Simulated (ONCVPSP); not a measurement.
Scattering properties, ONCV potential for tungsten

- Element: tungsten
- Generator: ONCVPSP 4.0.1
- Type: optimised norm-conserving Vanderbilt (ONCV)
- Functional: PBE
- Relativity: scalar-relativistic
- Frozen core: [Kr] 4d10 4f14
- Valence charge: 14
- Reference configuration: 5s2 5p6 5d4 6s1.5 6p0.5
- Partial waves: 5s+6s: rc 1.85 bohr, ncon 5, nbas 9, qcut 7.7 1/bohr, 2 projectors; 5p+6p: rc 1.85 bohr, ncon 4, nbas 7, qcut 7.2 1/bohr, 2 projectors; 5d: rc 2.55 bohr, ncon 3, nbas 8, qcut 7.5 1/bohr, 2 projectors, debl 2.8 Ha
- Local potential: polynomial inside 1.30 bohr (lpopt 5, dvloc0 6 Ha)
- Core correction: none

The phase is arctan(r·R′/R) of the radial function R(r), unwrapped; energies in Ha, scanned from -4 to 5 Ha. A pole is an energy at which the radial function vanishes at the test radius. The pseudo phase is shifted by a multiple of π to meet the all-electron one at the reference energy, and phase errors are pseudo minus all-electron; the curves can meet again beyond the range given. Levels narrower than the energy grid can be missing from the lists of poles.

For each channel, where are the poles, and over which energies does the pseudopotential scatter like the atom?

```json
{"channel": "s", "radius (bohr)": "1.87", "reference energy (Ha)": "-0.23", "poles, all-electron": "-2.71, 4.69", "poles, pseudo": "-2.71, 4.60", "unbroken range about the reference energy with phases within 0.05 rad": "the whole range", "phase error 1 Ha above the reference energy (rad)": "-0.001"}
{"channel": "p", "radius (bohr)": "1.87", "reference energy (Ha)": "-0.06", "poles, all-electron": "-1.12", "poles, pseudo": "-1.12, 3.66", "unbroken range about the reference energy with phases within 0.05 rad": "below 1.3", "phase error 1 Ha above the reference energy (rad)": "-0.009"}
{"channel": "d", "radius (bohr)": "2.59", "reference energy (Ha)": "-0.19", "poles, all-electron": "0.13, 3.48", "poles, pseudo": "0.13, 3.48", "unbroken range about the reference energy with phases within 0.05 rad": "the whole range", "phase error 1 Ha above the reference energy (rad)": "+0.001"}
```

Phases in the p channel:

```json
{"E (Ha)": "-3.98", "all-electron": "1.263", "pseudo": "1.262"}
{"E (Ha)": "-3.74", "all-electron": "1.239", "pseudo": "1.237"}
{"E (Ha)": "-3.50", "all-electron": "1.208", "pseudo": "1.206"}
{"E (Ha)": "-3.26", "all-electron": "1.166", "pseudo": "1.163"}
{"E (Ha)": "-3.02", "all-electron": "1.106", "pseudo": "1.103"}
{"E (Ha)": "-2.78", "all-electron": "1.011", "pseudo": "1.008"}
{"E (Ha)": "-2.54", "all-electron": "0.840", "pseudo": "0.837"}
{"E (Ha)": "-2.30", "all-electron": "0.468", "pseudo": "0.463"}
{"E (Ha)": "-2.06", "all-electron": "-0.324", "pseudo": "-0.327"}
{"E (Ha)": "-1.82", "all-electron": "-1.023", "pseudo": "-1.023"}
{"E (Ha)": "-1.58", "all-electron": "-1.332", "pseudo": "-1.332"}
{"E (Ha)": "-1.34", "all-electron": "-1.485", "pseudo": "-1.485"}
{"E (Ha)": "-1.10", "all-electron": "-1.577", "pseudo": "-1.578"}
{"E (Ha)": "-0.86", "all-electron": "-1.644", "pseudo": "-1.644"}
{"E (Ha)": "-0.62", "all-electron": "-1.698", "pseudo": "-1.698"}
{"E (Ha)": "-0.38", "all-electron": "-1.746", "pseudo": "-1.747"}
{"E (Ha)": "-0.14", "all-electron": "-1.795", "pseudo": "-1.795"}
{"E (Ha)": "0.10", "all-electron": "-1.847", "pseudo": "-1.847"}
{"E (Ha)": "0.34", "all-electron": "-1.907", "pseudo": "-1.908"}
{"E (Ha)": "0.58", "all-electron": "-1.983", "pseudo": "-1.984"}
{"E (Ha)": "0.82", "all-electron": "-2.083", "pseudo": "-2.087"}
{"E (Ha)": "1.06", "all-electron": "-2.225", "pseudo": "-2.240"}
{"E (Ha)": "1.30", "all-electron": "-2.442", "pseudo": "-2.485"}
{"E (Ha)": "1.54", "all-electron": "-2.776", "pseudo": "-2.884"}
{"E (Ha)": "1.78", "all-electron": "-3.223", "pseudo": "-3.411"}
{"E (Ha)": "2.02", "all-electron": "-3.652", "pseudo": "-3.860"}
{"E (Ha)": "2.26", "all-electron": "-3.957", "pseudo": "-4.144"}
{"E (Ha)": "2.50", "all-electron": "-4.152", "pseudo": "-4.320"}
{"E (Ha)": "2.74", "all-electron": "-4.280", "pseudo": "-4.438"}
{"E (Ha)": "2.98", "all-electron": "-4.368", "pseudo": "-4.525"}
{"E (Ha)": "3.22", "all-electron": "-4.433", "pseudo": "-4.596"}
{"E (Ha)": "3.46", "all-electron": "-4.482", "pseudo": "-4.660"}
{"E (Ha)": "3.70", "all-electron": "-4.520", "pseudo": "-4.723"}
{"E (Ha)": "3.94", "all-electron": "-4.552", "pseudo": "-4.796"}
{"E (Ha)": "4.18", "all-electron": "-4.578", "pseudo": "-4.893"}
{"E (Ha)": "4.42", "all-electron": "-4.601", "pseudo": "-5.048"}
{"E (Ha)": "4.66", "all-electron": "-4.620", "pseudo": "-5.364"}
{"E (Ha)": "4.90", "all-electron": "-4.637", "pseudo": "-6.104"}
```
